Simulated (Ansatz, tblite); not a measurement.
Cost and result up the ladder for [In(OH)4]- (InO4H4⁻) (9 atoms). Total charge -1; singlet. Geometry: PBE0-D4/def2-SVPD.

Cartesian coordinates in Å:
```
In 0.001 0.000 0.000
O -1.008 0.693 -1.671
H -0.622 0.271 -2.443
O 0.367 1.675 1.163
H 0.148 2.450 0.639
O 1.641 -1.036 -0.726
H 1.708 -1.859 -0.234
O -0.997 -1.331 1.234
H -1.238 -0.862 2.038
```

Ansatz on 4 threads of Arm Neoverse V1 on a shared host; xTB runs through tblite on one thread. Times are rough, summed over both states, and most runs start from the orbitals of an earlier one. PBE0-D4/def2-TZVPD serves as the yardstick here, not as an exact answer. The other state is a doublet.

In the def2 sets In takes a core potential; there is no spin–orbit coupling. The xTB rows come from tblite. HOMO above LUMO, or a gap near zero within one spin, warns that the state may not be the lowest or that an electron is smeared out.

Raw xTB energies of ions are shifted by several eV.

```csv
level,functions,wall time,vertical IE (eV),difference from PBE0-D4/def2-TZVPD (eV),remarks
GFN2-xTB,29,0.008 s,9.78,4.73,–
GFN1-xTB,33,0.011 s,10.06,5.01,–
PBE-D4/def2-TZVPD,252,11 s,4.41,-0.64,gap within one spin near zero (doublet)
r2SCAN-D4/def2-TZVPD,252,21 s,4.58,-0.46,–
PBE0-D4/def2-TZVPD (with forces),252,31 s,5.05,0.00,–
```
